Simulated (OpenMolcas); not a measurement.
# Kr4+: effect of the active space

| Item | Value |
| --- | --- |
| Program | OpenMolcas 26.06 |
| Method | CASSCF or its RAS form |
| Basis | ANO-R2 |
| Scalar Hamiltonian | X2C, finite nucleus |
| Spin-orbit coupling | state interaction with AMFI integrals over the reference wave functions, term energies averaged over their components |

A. 2 electrons in 3 orbitals (4p); 2S+1 = 3 even, 3 roots; 2S+1 = 1 even, 6 roots; cost about 4 core-seconds
B. 4 electrons in 4 orbitals (4s 4p); 2S+1 = 3 even, 6 roots; 2S+1 = 1 even, 11 roots; 2S+1 = 5 odd, 1 root; 2S+1 = 3 odd, 9 roots; 2S+1 = 1 odd, 8 roots; cost about 24 core-seconds
C. 4 electrons in 8 orbitals (4s 4p 5s 5p); 2S+1 = 3 even, 3 roots; 2S+1 = 1 even, 11 roots; 2S+1 = 5 odd, 1 root; 2S+1 = 3 odd, 9 roots; 2S+1 = 1 odd, 8 roots; cost of the order of 20 core-seconds
D. 4 electrons in 9 orbitals (RAS2 4s 4p; RAS3 4d, at most 2 electrons); 2S+1 = 3 even, 6 roots; 2S+1 = 1 even, 12 roots; 2S+1 = 5 odd, 1 root; 2S+1 = 3 odd, 9 roots; 2S+1 = 1 odd, 8 roots; cost roughly 28 core-seconds

Energies in cm⁻¹ above 4s² 4p² ³P₀, the measured ground level; measured values from Saloman, J. Phys. Chem. Ref. Data 36, 215 (2007).

| Level | A | B | C | D | Measured |
| --- | --- | --- | --- | --- | --- |
| 4s² 4p² ³P₀ | 0.0 | 0.0 | 0.0 | 0.0 | 0.0 |
| 4s² 4p² ³P₁ | 3201 | 3365 | 3324 | 3209 | 3743 |
| 4s² 4p² ³P₂ | 7024 | 7129 | 7059 | 6922 | 7595 |
| 4s² 4p² ¹D₂ | 21877 | 21982 | 21803 | 21152 | 19723 |
| 4s² 4p² ¹S₀ | 45457 | 37693 | 37212 | 41414 | 39204 |

Deviations, from unrounded energies. A percentage is the sum of absolute deviations over the sum of measured energies, with the sign that they share, or ± where signs differ.

| Against measurement | Levels | A | B | C | D |
| --- | --- | --- | --- | --- | --- |
| mean absolute deviation (cm-1) | 4 | 2400 | 1200 | 1300 | 1200 |
| fine structure of the ground term (%) | 2 | -9.8 | -7.4 | -8.4 | -10.6 |
| other terms of the ground configuration (%) | 2 | +14.3 | ±6.4 | ±6.9 | +6.2 |

B, D lie about equally close to measurement and A furthest from it. The largest miss of B in the table is 4s² 4p² ¹D₂, by +2300 cm-1. The ranking rests on the paired levels alone, and a cruder setting can come out closer through cancelling errors.

Among A to D the level of the table that moves most is 4s² 4p² ¹S₀, by 8200 cm-1 (lowest in C, highest in A).

With the s shell closed, the reference lacks s² → p² mixing (holds for A). Active for correlation alone: 5p 5s; no level in the range computed is led by a configuration that fills them, so any true level of that kind is missing (holds for C). Active for correlation alone: 4d; no level in the range computed is led by a configuration that fills it, so any true level of that kind is missing (holds for D). Measured partners are found by configuration, term and J. A level has none where our copy of the source lacks it or the pairing is in doubt (some pairs that miss far off the trend of their configuration count as doubtful), and it then counts in no deviation. Only configurations of the active space appear. The table leaves out levels that lie high or whose names do not pair safely across all columns.
